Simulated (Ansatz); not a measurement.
Geometry optimisation, Ansatz 0.2.0, RKS B3LYP-D4/def2-SVP.

Input:

```yaml
crystal:
  periodic: [false, false, false]
  atoms:
    - { symbol: Si, position_ang: [-1.6627, 1.8531, 0.5181] }
    - { symbol: S, position_ang: [-0.1653, 1.0829, 1.7673] }
    - { symbol: C, position_ang: [0.7506, 0.2854, 0.4156] }
    - { symbol: Si, position_ang: [0.206, -1.4316, 0.1164] }
    - { symbol: As, position_ang: [1.4157, -2.4655, -1.5428] }
    - { symbol: H, position_ang: [-2.6381, 2.7078, 1.325] }
    - { symbol: H, position_ang: [-1.0828, 2.7657, -0.5152] }
    - { symbol: H, position_ang: [-2.418, 0.8281, -0.1504] }
    - { symbol: H, position_ang: [0.7637, 0.8946, -0.4657] }
    - { symbol: H, position_ang: [1.8428, 0.1973, 0.7766] }
    - { symbol: H, position_ang: [-1.2772, -1.3844, -0.3045] }
    - { symbol: H, position_ang: [0.2376, -2.2184, 1.3775] }
    - { symbol: H, position_ang: [1.51902, -3.70231, -0.64464] }
    - { symbol: H, position_ang: [0.09324, -2.98486, -2.18831] }
basis:
  gaussian: { orbitals: def2-SVP }
hamiltonian:
  xc: b3lyp
  dispersion: d4
relax:
  f_tol: 0.015
  max_steps: 40
```

Command:

```bash
$ ansatz run input.yaml --threads 2 --pin off --max-ram 3072MiB --backend cpu --events-out ev --progress --plain --runs-dir out
```

Q: Where does it end, and by what steps?

A: It converged. The force dipped under the threshold on the way, but the program's further checks kept it going. After 27 steps the energy has fallen by 0.426 eV; H14 moved furthest, 1.11 Å.

| step | energy less start (eV) | largest force component (eV/Å) | accepted |
| --- | --- | --- | --- |
| 0 | 0.0000 | 2.453 | yes |
| 1 | -0.3369 | 0.680 | yes |
| 2 | -0.3735 | 0.203 | yes |
| 3 | -0.3821 | 0.078 | yes |
| 4 | -0.3826 | 0.066 | yes |
| 5 | -0.3834 | 0.027 | yes |
| 6 | -0.3836 | 0.017 | yes |
| 7 | -0.3838 | 0.005 | yes |
| 8 | -0.3841 | 0.021 | yes |
| 9 | -0.3841 | 0.074 | yes |
| 10 | -0.3845 | 0.090 | yes |
| 11 | -0.3918 | 0.039 | yes |
| 12 | -0.3941 | 0.164 | yes |
| 13 | -0.3924 | 0.397 | no |
| 14 | -0.3998 | 0.106 | yes |
| 15 | -0.4056 | 0.102 | yes |
| 16 | -0.4105 | 0.231 | yes |
| 17 | -0.4140 | 0.220 | yes |
| 18 | -0.4205 | 0.070 | yes |
| 19 | -0.4238 | 0.040 | yes |
| 20 | -0.4245 | 0.124 | yes |
| 21 | -0.4248 | 0.075 | yes |
| 22 | -0.4255 | 0.039 | yes |
| 23 | -0.4256 | 0.029 | yes |
| 24 | -0.4257 | 0.015 | yes |
| 25 | -0.4258 | 0.015 | yes |
| 26 | -0.4258 | 0.015 | yes |
| 27 | -0.4258 | 0.010 | yes |

```xyz
14
Properties=species:S:1:pos:R:3
Si -1.780 1.913 0.441
S -0.126 1.244 1.647
C 0.821 0.244 0.403
Si 0.243 -1.563 0.371
As 1.567 -2.757 -1.231
H -2.598 2.776 1.335
H -1.287 2.698 -0.730
H -2.604 0.782 -0.075
H 0.767 0.717 -0.591
H 1.875 0.295 0.717
H -1.213 -1.617 0.061
H 0.482 -2.171 1.711
H 0.646 -3.977 -1.170
H 0.791 -2.155 -2.405
```

Time of the run: 120 s on 2 threads of Intel(R) Xeon(R) Platinum 8375C CPU @ 2.90GHz (Ice Lake), with other jobs on the host, peak memory 0.45 GiB.
